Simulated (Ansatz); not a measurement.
A nudged elastic band was laid between two geometries of CH$_{4}$BNOSi (9 atoms, charge 0, multiplicity 1).

Theory: Ansatz 0.2.0, RKS PBE0-D4/def2-SVP.

- movable images: 7
- climbing image: yes
- spring: 5.0 eV/Å²
- optimiser: quadratic models (default)
- start path: IDPP
- force threshold: 0.05 eV/Å
- iteration limit: 60
- end points: relaxed

Image 0:

```xyz
9
Properties=species:S:1:pos:R:3
O -0.586 0.186 -2.138
Si 0.145 -0.785 -0.989
B 0.297 0.123 0.779
C 0.085 1.050 1.882
N 0.918 0.077 2.085
H -1.404 0.612 -1.870
H 1.489 -1.116 -1.536
H -0.615 -2.060 -0.768
H -0.241 1.867 2.537
```

Image 8:

```xyz
9
Properties=species:S:1:pos:R:3
O -0.478 -0.176 -2.238
Si 0.238 -0.861 -0.892
B 0.095 0.337 0.694
C 0.277 0.944 2.004
N -0.635 1.462 1.241
H -1.280 0.327 -2.070
H 1.659 -1.120 -1.257
H -0.394 -2.168 -0.515
H 0.608 1.208 3.016
```

What changes between the two ends?

No bond is made or broken. The dihedral O1–Si2–B3–N5 goes from -166 to 19°.

What energy profile does the band end with?

The forces met the threshold. The highest image is number 4 of 0 to 8, 0.061 eV above the first end and 0.079 eV above the last; the last end lies 0.018 eV below the first. A vibrational analysis at the climbing image gives one clearly imaginary mode, 65i cm⁻¹: a first-order saddle point.

```json
{"image": "0", "path coordinate (Å)": "0.00", "energy (eV)": "0.000", "dihedral O1–Si2–B3–N5 (°)": "-166"}
{"image": "1", "path coordinate (Å)": "0.47", "energy (eV)": "0.008", "dihedral O1–Si2–B3–N5 (°)": "178"}
{"image": "2", "path coordinate (Å)": "0.94", "energy (eV)": "0.027", "dihedral O1–Si2–B3–N5 (°)": "159"}
{"image": "3", "path coordinate (Å)": "1.40", "energy (eV)": "0.050", "dihedral O1–Si2–B3–N5 (°)": "135"}
{"image": "4", "path coordinate (Å)": "1.87", "energy (eV)": "0.061", "dihedral O1–Si2–B3–N5 (°)": "108"}
{"image": "5", "path coordinate (Å)": "2.36", "energy (eV)": "0.049", "dihedral O1–Si2–B3–N5 (°)": "81"}
{"image": "6", "path coordinate (Å)": "2.85", "energy (eV)": "0.022", "dihedral O1–Si2–B3–N5 (°)": "59"}
{"image": "7", "path coordinate (Å)": "3.35", "energy (eV)": "-0.006", "dihedral O1–Si2–B3–N5 (°)": "39"}
{"image": "8", "path coordinate (Å)": "3.84", "energy (eV)": "-0.018", "dihedral O1–Si2–B3–N5 (°)": "19"}
```

What is the geometry of the highest image?


```xyz
9
Properties=species:S:1:pos:R:3
O -0.872 -0.028 -1.995
Si 0.210 -0.775 -0.958
B 0.226 0.183 0.801
C 0.407 1.245 1.778
N -0.149 0.148 2.196
H -1.802 -0.096 -1.763
H 1.546 -0.674 -1.609
H -0.129 -2.223 -0.774
H 0.651 2.175 2.307
```

What are the harmonic wavenumbers there?

65i, 119, 178, 208, 371, 464, 586, 712, 831, 885, 900, 917, 927, 949, 1175, 1377, 1659, 2206, 2256, 3194, 3936 cm⁻¹.

Time of the run: 88 s on 2 threads of Intel(R) Xeon(R) Platinum 8488C (Sapphire Rapids), with other jobs on the host, peak memory 0.2 GiB.
